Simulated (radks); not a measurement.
Spherical jellium clusters: N electrons in a uniform positive sphere of charge N and radius rs N^(1/3), rs = 4.54 bohr. Method: non-relativistic Kohn-Sham, LDA (Slater exchange, Perdew-Wang correlation), spin-polarised, spherical densities; computed with a radial shooting solver with Libxc functionals. Levels are named by radial order and angular momentum (1s, 1p, 1d, 2s, ...), and open shells are averaged over m.

N = 13, configuration 1s2 1p6 1d(up 5, down 0). This is the lowest configuration that the search found. Occupied and some empty levels:

| level | occupation | eigenvalue (eV) | <r> (bohr) |
|---|---|---|---|
| 1s up | 1 | -4.3683 | 6.881 |
| 1s down | 1 | -4.0298 | 6.518 |
| 1p up | 3 | -3.6250 | 8.065 |
| 1p down | 3 | -3.2019 | 8.000 |
| 1d up | 5 | -2.6676 | 8.996 |
| 1d down | 0 | -2.2297 | 9.110 |
| 2s up | 0 | -2.1449 | 7.757 |
| 2s down | 0 | -1.9387 | 8.019 |
| 1f up | 0 | -1.5640 | 9.927 |
| 1f down | 0 | -1.1561 | 10.23 |
| 2p up | 0 | -1.0593 | 10.16 |
| 2p down | 0 | -0.85519 | 10.58 |

Energy (eV): total -23.4432, kinetic 18.677, external -510.44, Hartree 252.58, exchange-correlation -42.739, background 258.47.

Electron density:

| r (bohr) | n(r) (e/bohr^3) |
|---|---|
| 0.342 | 0.001329 |
| 1.20 | 0.001435 |
| 2.06 | 0.001650 |
| 2.92 | 0.001956 |
| 3.78 | 0.002319 |
| 4.64 | 0.002690 |
| 5.50 | 0.002994 |
| 6.36 | 0.003141 |
| 7.22 | 0.003047 |
| 8.08 | 0.002677 |
| 8.94 | 0.002089 |
| 9.80 | 0.001430 |
| 10.7 | 0.0008555 |
| 11.5 | 0.0004596 |
| 12.4 | 0.0002285 |
| 13.2 | 0.0001076 |
| 14.1 | 0.00004875 |
| 14.9 | 0.00002167 |
| 15.8 | 9.363e-06 |
| 16.7 | 3.989e-06 |
